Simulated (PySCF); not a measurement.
## How methods differ on the excitation energy of N

N [He] 2s2 2p3 (4S) → N [He] 2s1 2p4 (4P), as a difference of total energies. All numbers are calculated (PySCF 2.14, the non-relativistic Hamiltonian (point nucleus), in def2-TZVPPD (6s3p3d1f, 37 functions)). Correlated levels: valence: 1s2 frozen; valence and next inner shell: nothing frozen. The calculations carry no spin-orbit coupling.

```tsv
method	excitation energy (eV)
UHF	10.926
LDA	10.585
PBE	10.403
PBE0	10.644
r2SCAN	10.338
B3LYP	10.644
wB97M-V	10.996
PW91	10.429
PBEsol	10.427
ROHF	11.031
MP2 (valence)	11.037
SCS-MP2 (valence)	11.048
MP2 (valence and next inner shell)	11.023
SCS-MP2 (valence and next inner shell)	11.040
```

Problem. How much does correlation contribute at MP2 (valence and next inner shell)?

Solution. 11.023 − (10.926) = 0.097 eV, measured against UHF.

Errors of the correlated levels include the incompleteness of this basis and the frozen core.

For comparison: 10.927 eV (measured; NIST levels, between the centres of gravity of the two terms).
